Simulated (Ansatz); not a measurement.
`F[SiH]([SiH3])[GeH3]` + HI → `F[SiH]([SiH3])I` + GeH₄ at 400 K and 1 bar (cleavage of the Si–Ge bond).

Computed with Ansatz on PBE0-D4/def2-TZVP structures; ΔE is electronic, products minus reactants. CCSD(T)/CBS is the MP2 limit (def2-TZVPP, def2-QZVPP) plus CCSD(T) − MP2 in def2-TZVPP, frozen cores. Elements past krypton have def2 core potentials. For Ge, I outer-core shells are correlated without core-valence functions, which leaves a few kJ/mol of doubt a bond. Scalar relativity is left out up to krypton.

```
               species  CCSD(T)/CBS energy (Eh)  H − E (kJ/mol)  S (J/(mol·K))
`F[SiH]([SiH3])[GeH3]`              -2758.31869           196.5          430.4
                    HI               -298.03592            25.7          215.0
     `F[SiH]([SiH3])I`               -977.89058           130.4          396.0
                  GeH₄              -2078.49493            93.6          231.8
```

H − E and S are ideal-gas, rigid-rotor, harmonic terms from PBE0-D4/def2-TZVP, for one conformer and one mirror image of each species. 1 Eh = 2625.50 kJ/mol, R = 8.31446 J/(mol·K).

Task: By hand: ΔE, ΔH, ΔS and ΔG.

Result: ΔE = (-977.89058) + (-2078.49493) − (-2758.31869) − (-298.03592) = -0.03090 Eh = -81.1 kJ/mol. Δ(H − E) = 130.4 + 93.6 − 196.5 − 25.7 = 1.8, so ΔH = -79.3 kJ/mol. ΔS = 396.0 + 231.8 − 430.4 − 215.0 = -17.6 J/(mol·K). ΔG = -79.3 − 400 × (-17.6)/1000 = -72.3 kJ/mol.

Task: By hand: the equilibrium constant, and the temperature at which ΔG would vanish if ΔH and ΔS stayed fixed.

Result: log₁₀ K = −ΔG/(RT ln 10) = 9.4. ΔG = 0 at ΔH/ΔS = 4506 K, far beyond where these terms or the molecules hold.

ΔH outweighs TΔS. A doubt of 5 kJ/mol in ΔE shifts log₁₀ K by 0.7 here. Other conformers and mirror images would add mixing entropy, several J/(mol·K) or more a flexible species. These are equilibria of isolated gas molecules and say nothing of rates. Largest T1 diagnostic: 0.013 (customary marks: 0.02 for closed shells, 0.045 for open ones).
